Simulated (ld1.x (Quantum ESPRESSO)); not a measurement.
**Reading a pseudo-wave (As)**

Columns: radius, all-electron u(r) and pseudo u(r) of the 4s shell (level -33.78 eV) of arsenic in the configuration [Ar] 3d10 4s2 4p1; LDA (PZ), scalar-relativistic, RRKJ scheme, ld1.x (Quantum ESPRESSO) 7.5.

```tsv
r (bohr)	all-electron	pseudo
0.100	-0.1977	-0.0088
0.200	-0.1382	-0.0230
0.300	0.1980	-0.0470
0.400	0.3910	-0.0839
0.500	0.3885	-0.1351
0.600	0.2567	-0.2006
0.700	0.0656	-0.2786
0.800	-0.1376	-0.3662
0.900	-0.3260	-0.4593
1.000	-0.4868	-0.5529
1.100	-0.6153	-0.6413
1.200	-0.7118	-0.7186
1.300	-0.7789	-0.7795
1.400	-0.8202	-0.8202
1.500	-0.8398	-0.8398
1.600	-0.8415	-0.8415
1.700	-0.8291	-0.8291
1.800	-0.8057	-0.8057
1.900	-0.7742	-0.7742
2.000	-0.7367	-0.7367
2.100	-0.6953	-0.6953
2.200	-0.6516	-0.6516
2.300	-0.6069	-0.6069
2.400	-0.5622	-0.5622
2.500	-0.5182	-0.5182
2.600	-0.4757	-0.4757
```

Task: How many radial nodes do the two functions have?

Result: The all-electron 4s function has n − l − 1 = 3 (the table is too coarse to show those close to the nucleus); the pseudo-wave has 0, since the states of the same l below it are removed with the core.

Task: At about which radius was the pseudo-wave matched?

Result: 1.40 bohr, where the columns begin to agree (steps of 0.10 bohr).

Task: Where does each function peak?

Result: Outermost all-electron maximum near 1.60 bohr, pseudo maximum near 1.60 bohr (to the table’s step).

Task: Is the pseudo-wave norm-conserving?

Result: Yes: the RRKJ scheme keeps the norm inside the radius equal to the all-electron one, which fixes the energy derivative of the logarithmic derivative at the level.
